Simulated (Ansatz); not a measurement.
Cartesian coordinates in Å:
```
Si 0.089 1.367 0.283
O 0.626 -0.099 -0.187
Sn 0.066 -1.971 0.064
H -1.375 1.338 0.575
H 0.339 2.351 -0.803
H 0.791 1.824 1.514
H 1.069 -2.809 -1.059
H -1.603 -2.002 -0.387
```

Total charge 0; spin multiplicity 2. Sn takes the def2 core potential.

Q: List the ωB97M-V/def2-TZVPP orbital energies in eV (Ansatz). (Estimate.)

A: Computed: α occupied: -1807.06, -525.73, -148.05, -143.40, -102.18, -102.15, -102.15, -98.02, -97.95, -97.88, -32.03, -31.57, -31.55, -31.46, -31.44, -29.17, -18.16, -16.45, -13.51, -13.34, -13.14, -11.73, -11.04, -10.78, -8.48. α empty: 0.76, 2.11, 2.13, 2.61, 3.44, 3.59, 3.71, 3.97. β occupied: -1807.06, -525.67, -148.05, -143.35, -102.18, -102.15, -102.15, -97.93, -97.91, -97.87, -31.95, -31.47, -31.43, -31.37, -31.37, -29.03, -17.92, -16.08, -13.32, -13.14, -12.95, -11.40, -10.81, -10.66. β empty: -1.73, 0.85, 2.19, 2.26, 2.59, 3.52, 3.62, 3.92. ⟨S²⟩ = 0.753.
